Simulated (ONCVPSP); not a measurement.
# u(r) = r·R(r): atom against pseudo-atom (Co)

Columns: radius, all-electron u(r) and pseudo u(r) of the 3d shell (level -8.15 eV) of cobalt in the configuration [Ne] 3s2 3p6 3d7 4s2; revPBE, scalar-relativistic, ONCV scheme, ONCVPSP 4.0.1.

```tsv
r (bohr)	all-electron	pseudo
0.065	0.0297	0.0041
0.130	0.1430	0.0309
0.195	0.3066	0.0969
0.260	0.4776	0.2080
0.325	0.6298	0.3583
0.390	0.7523	0.5316
0.455	0.8432	0.7060
0.520	0.9043	0.8596
0.585	0.9392	0.9750
0.650	0.9527	1.0435
0.715	0.9498	1.0656
0.780	0.9348	1.0490
0.845	0.9111	1.0061
0.910	0.8816	0.9492
0.975	0.8483	0.8891
1.040	0.8128	0.8329
1.105	0.7763	0.7837
1.170	0.7396	0.7412
1.235	0.7033	0.7033
1.300	0.6678	0.6677
1.365	0.6334	0.6333
1.430	0.6003	0.6003
1.495	0.5687	0.5686
1.560	0.5385	0.5384
1.625	0.5098	0.5097
1.690	0.4825	0.4825
```

Problem. How many radial nodes do the two functions have?

Solution. The all-electron 3d function has n − l − 1 = 0; the pseudo-wave has 0.

Problem. At about which radius was the pseudo-wave matched?

Solution. 1.30 bohr, where the columns begin to agree (steps of 0.07 bohr).

Problem. Is the pseudo-wave norm-conserving?

Solution. Yes: the ONCV scheme keeps the norm inside the radius equal to the all-electron one, which fixes the energy derivative of the logarithmic derivative at the level.
